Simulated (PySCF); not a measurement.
# `InChI=1S/C7H8S/c1-2-6-3-4-7(6)5-8/h1,3-4,6-8H,5H2/t6-,7-/m0/s1`

Cartesian coordinates in Å; atom numbers follow the order of the lines, from 1:
```xyz
16

C    -2.1835    0.6964    1.7625
C    -1.6769    0.0668    0.8789
C    -1.0721   -0.6672   -0.2040
C    -1.0047    0.0466   -1.5374
C     0.3214    0.0376   -1.5932
C     0.4978   -0.6647   -0.2702
C     1.1948    0.1157    0.8254
S     3.0066    0.1397    0.5931
H    -2.6324    1.2359    2.5422
H    -1.5047   -1.6705   -0.2568
H    -1.7888    0.4059   -2.1773
H     1.0432    0.3826   -2.3114
H     0.9286   -1.6664   -0.3433
H     1.0389   -0.3544    1.7967
H     0.8391    1.1451    0.8676
H     2.9853    0.7598   -0.5841
```

Computed, not measured: TDDFT CAM-B3LYP/def2-SVPD circular dichroism and optical rotation, one conformer, gas phase (PySCF 2.14.0). Geometry: GFN2-xTB.

The molecule is flexible and this is one conformer; a measurement averages over conformers.

Question: What are the CIP labels of the stereocentres?

Answer: C3 S, C6 R.

Question: List the lowest 16 singlet excitations with oscillator and rotatory strengths.

Answer: Rotatory strengths R in 10⁻⁴⁰ esu² cm², velocity form and length form (origin at the centre of mass); f in length form.
| state | E (eV) | λ (nm) | f | R (velocity) | R (length) | main |
| --- | --- | --- | --- | --- | --- | --- |
| 1 | 5.55 | 223 | 0.005 | -0.1 | -0.8 | HOMO→LUMO 0.55, HOMO→LUMO+5 0.15 |
| 2 | 6.15 | 202 | 0.024 | +4.3 | +4.4 | HOMO→LUMO+1 0.63, HOMO→LUMO+2 0.11 |
| 3 | 6.47 | 192 | 0.0008 | -0.7 | -0.6 | HOMO−2→LUMO+3 0.19, HOMO−2→LUMO+6 0.16 |
| 4 | 6.61 | 188 | 0.019 | +41.2 | +40.8 | HOMO−1→LUMO 0.27, HOMO→LUMO+2 0.11 |
| 5 | 6.69 | 185 | 0.002 | -1.9 | -1.9 | HOMO−1→LUMO+3 0.14, HOMO−2→LUMO+7 0.10 |
| 6 | 6.87 | 180 | 0.043 | -25.8 | -25.8 | HOMO→LUMO+2 0.25, HOMO→LUMO 0.17 |
| 7 | 7.09 | 175 | 0.053 | +65.1 | +66.9 | HOMO−1→LUMO 0.29, HOMO−2→LUMO 0.10 |
| 8 | 7.13 | 174 | 0.075 | -26.8 | -25.7 | HOMO−2→LUMO 0.34, HOMO−1→LUMO 0.23 |
| 9 | 7.19 | 172 | 0.033 | -18.2 | -17.8 | HOMO→LUMO+6 0.33, HOMO→LUMO+4 0.17 |
| 10 | 7.38 | 168 | 0.061 | +47.8 | +46.0 | HOMO→LUMO+3 0.41, HOMO→LUMO+4 0.12 |
| 11 | 7.47 | 166 | 0.025 | -40.2 | -44.6 | HOMO−1→LUMO+2 0.37, HOMO→LUMO+3 0.10 |
| 12 | 7.52 | 165 | 0.011 | -5.8 | -4.3 | HOMO−3→LUMO 0.28, HOMO→LUMO+2 0.13 |
| 13 | 7.61 | 163 | 0.063 | -39.5 | -38.9 | HOMO−3→LUMO 0.31, HOMO−3→LUMO+2 0.14 |
| 14 | 7.65 | 162 | 0.032 | +31.0 | +30.1 | HOMO−2→LUMO+1 0.30, HOMO−2→LUMO+2 0.20 |
| 15 | 7.76 | 160 | 0.032 | -50.3 | -49.0 | HOMO−1→LUMO+1 0.18, HOMO→LUMO+6 0.12 |
| 16 | 7.88 | 157 | 0.015 | -17.7 | -14.4 | HOMO−1→LUMO+3 0.15, HOMO−1→LUMO+4 0.10 |

Among the states computed, the strongest CD band (largest |R|) is state 7. The largest dissymmetry factor in size, g = 4R/(D+G), with D and G the electric and magnetic dipole strengths, is +0.022 for state 4 (velocity form, f = 0.019), among bands with |R| over 0.5. The mirror image has the same energies and oscillator strengths and all R with the opposite sign.
